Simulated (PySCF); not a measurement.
Species: C6H14NP.
Numbering: `[CH3:1][P:2]1(=[NH:3])[CH2:4][CH2:5][CH2:6][CH2:7][CH2:8]1` (hydrogens: H9, H10, H11 on C1; H12 on N3; H13, H14 on C4; H15, H16 on C5; H17, H18 on C6; H19, H20 on C7; H21, H22 on C8)

Computed by this run: PBE0/def2-SV(P) geometry optimisation, gas phase in PySCF 2.14.0; density fitting, grid level 1; the optimiser is geomeTRIC in internal coordinates, started from a GFN2-xTB structure.

Step 0: E = -17206.7309 eV
```
atom  x, y, z in Å  |  force x, y, z in eV/Å
C1      2.6034   -0.5042   -0.1927   -0.677   0.032   0.585
P2      0.9103   -0.3021    0.5324    0.650   0.070  -1.507
N3      0.6629   -0.6854    2.0200   -0.221  -0.216   0.582
C4      0.3940    1.3729   -0.0805   -0.265  -0.446   0.665
C5     -1.1041    1.4888    0.1731    0.014  -0.111  -0.472
C6     -1.8996    0.4713   -0.6420    0.131  -0.128   0.595
C7     -1.6171   -0.9662   -0.2106    0.119   0.280  -0.427
C8     -0.1705   -1.3692   -0.4731   -0.165   0.282   0.418
H9      3.2735    0.2187    0.2723    0.349   0.305   0.187
H10     2.6138   -0.3644   -1.2699   -0.037   0.099  -0.583
H11     2.9486   -1.5075    0.0550    0.206  -0.432   0.082
H12     1.1925   -0.1601    2.7010    0.167   0.188   0.387
H13     0.9390    2.1382    0.4804    0.266   0.244   0.155
H14     0.6241    1.4913   -1.1405    0.179   0.010  -0.464
H15    -1.2909    1.3124    1.2364   -0.104   0.055   0.378
H16    -1.4459    2.4995   -0.0684   -0.112   0.372  -0.027
H17    -2.9659    0.6744   -0.5168   -0.401   0.086  -0.039
H18    -1.6617    0.5889   -1.7033    0.005   0.076  -0.463
H19    -1.8091   -1.0647    0.8595   -0.155  -0.133   0.391
H20    -2.2911   -1.6437   -0.7426   -0.231  -0.288  -0.139
H21     0.0019   -2.4012   -0.1595    0.153  -0.360   0.078
H22     0.0816   -1.2680   -1.5320    0.127   0.014  -0.380
```

**Question.** Estimate the geometry and energy of step 1. (The exact step hangs on the optimiser's Hessian estimate; all steps are aligned on step 0, rigid shifts and turns removed.)

**Answer.** E = -17206.8199 eV, largest force 0.204 eV/Å
```
atom  x, y, z in Å  |  force x, y, z in eV/Å
C1      2.6167   -0.5067   -0.1898    0.065  -0.018  -0.115
P2      0.9381   -0.3159    0.5206   -0.138   0.083   0.125
N3      0.7136   -0.6801    2.0357    0.006  -0.037   0.044
C4      0.3903    1.3540   -0.0500    0.141   0.053  -0.127
C5     -1.1175    1.5037    0.1585   -0.014   0.004   0.096
C6     -1.9301    0.4747   -0.6277   -0.029   0.030  -0.116
C7     -1.6355   -0.9721   -0.2322   -0.042  -0.034   0.099
C8     -0.1767   -1.3737   -0.4587    0.110  -0.084  -0.093
H9      3.3039    0.2185    0.2836   -0.050  -0.027  -0.006
H10     2.6292   -0.3487   -1.2846    0.010  -0.005   0.068
H11     2.9807   -1.5241    0.0400   -0.025   0.045  -0.009
H12     1.2388   -0.1340    2.7190   -0.013   0.000  -0.040
H13     0.9516    2.1184    0.5207   -0.028  -0.030  -0.018
H14     0.6548    1.4817   -1.1201   -0.019   0.016   0.071
H15    -1.3353    1.3880    1.2373    0.011   0.014  -0.031
H16    -1.4316    2.5260   -0.1228    0.013  -0.030  -0.011
H17    -3.0075    0.6773   -0.4863    0.027  -0.009   0.003
H18    -1.7308    0.6068   -1.7124   -0.025  -0.007   0.060
H19    -1.8703   -1.1153    0.8391    0.011  -0.010  -0.047
H20    -2.2941   -1.6565   -0.7992    0.028   0.025   0.001
H21     0.0051   -2.4170   -0.1431   -0.020   0.039  -0.013
H22     0.0962   -1.2856   -1.5292   -0.019  -0.016   0.059
```

The energy changes by -0.0890 eV. The first-order estimate −F·Δx gives -0.1974 eV and the mean of the old and new forces, exact on a quadratic surface, -0.0887 eV. The step makes an angle of 72° with the force vector and moves no atom by more than 0.088 Å.

The cost below is that of the whole optimisation. Hardware: an Arm Neoverse N1 with one thread, no GPU, on a shared host. Cost: 60 s, 0.64 GiB resident at most.
